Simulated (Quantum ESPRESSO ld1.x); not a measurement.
Species: Al+. Configuration: [He] 2s2 2p5.5 3s2 4f0.5 (fractional occupations, a model configuration). Method: Dirac Kohn-Sham, PW91, spin-unpolarised, spherical densities, point nucleus; open shells are shared between the two j in proportion to 2j + 1; computed with ld1.x of Quantum ESPRESSO 7.5.

Unscreened Slater integrals over Kohn-Sham orbitals (cm^-1). Large and small components are both included. Empty in this configuration: 3d5/2, 5f5/2, 5f7/2.

F0(5f7/2,5f7/2): 11595
F2(5f7/2,5f7/2): 5907.7
F4(5f7/2,5f7/2): 4085.6
F6(5f7/2,5f7/2): 3148.6
F0(5f7/2,5f5/2): 11596
F2(5f7/2,5f5/2): 5907.7
F4(5f7/2,5f5/2): 4085.6
G2(5f7/2,5f5/2): 5907.7
G4(5f7/2,5f5/2): 4085.6
G6(5f7/2,5f5/2): 3148.6
F0(5f7/2,4f7/2): 13803
F2(5f7/2,4f7/2): 5460.0
F4(5f7/2,4f7/2): 3008.5
F6(5f7/2,4f7/2): 2000.0
G0(5f7/2,4f7/2): 1294.7
G2(5f7/2,4f7/2): 2003.6
G4(5f7/2,4f7/2): 1721.4
G6(5f7/2,4f7/2): 1414.5
F0(5f7/2,4f5/2): 13803
F2(5f7/2,4f5/2): 5460.0
F4(5f7/2,4f5/2): 3008.5
G2(5f7/2,4f5/2): 2003.6
G4(5f7/2,4f5/2): 1721.4
G6(5f7/2,4f5/2): 1414.5
F0(5f7/2,3d5/2): 16180
F2(5f7/2,3d5/2): 3265.7
F4(5f7/2,3d5/2): 1636.0
G1(5f7/2,3d5/2): 2685.9
G3(5f7/2,3d5/2): 1630.2
G5(5f7/2,3d5/2): 1142.2
F0(5f5/2,5f5/2): 11596
F2(5f5/2,5f5/2): 5907.7
F4(5f5/2,5f5/2): 4085.6
F0(5f5/2,4f7/2): 13803
F2(5f5/2,4f7/2): 5460.1
F4(5f5/2,4f7/2): 3008.5
G2(5f5/2,4f7/2): 2003.6
G4(5f5/2,4f7/2): 1721.4
G6(5f5/2,4f7/2): 1414.5
F0(5f5/2,4f5/2): 13803
F2(5f5/2,4f5/2): 5460.0
F4(5f5/2,4f5/2): 3008.5
G0(5f5/2,4f5/2): 1294.7
G2(5f5/2,4f5/2): 2003.7
G4(5f5/2,4f5/2): 1721.5
F0(5f5/2,3d5/2): 16180
F2(5f5/2,3d5/2): 3265.8
F4(5f5/2,3d5/2): 1636.1
G1(5f5/2,3d5/2): 2685.9
G3(5f5/2,3d5/2): 1630.2
G5(5f5/2,3d5/2): 1142.2
F0(4f7/2,4f7/2): 19205
F2(4f7/2,4f7/2): 10770
F4(4f7/2,4f7/2): 7216.0
F6(4f7/2,4f7/2): 5350.3
F0(4f7/2,4f5/2): 19205
F2(4f7/2,4f5/2): 10770
F4(4f7/2,4f5/2): 7216.0
G2(4f7/2,4f5/2): 10769
G4(4f7/2,4f5/2): 7216.0
G6(4f7/2,4f5/2): 5350.2
F0(4f7/2,3d5/2): 23590
F2(4f7/2,3d5/2): 6052.9
F4(4f7/2,3d5/2): 2891.3
G1(4f7/2,3d5/2): 4420.6
G3(4f7/2,3d5/2): 2584.1
G5(4f7/2,3d5/2): 1783.3
F0(4f5/2,4f5/2): 19205
F2(4f5/2,4f5/2): 10770
F4(4f5/2,4f5/2): 7216.0
F0(4f5/2,3d5/2): 23591
F2(4f5/2,3d5/2): 6053.0
F4(4f5/2,3d5/2): 2891.4
G1(4f5/2,3d5/2): 4420.7
G3(4f5/2,3d5/2): 2584.2
G5(4f5/2,3d5/2): 1783.3
F0(3d5/2,3d5/2): 50500
F2(3d5/2,3d5/2): 24590
F4(3d5/2,3d5/2): 15574
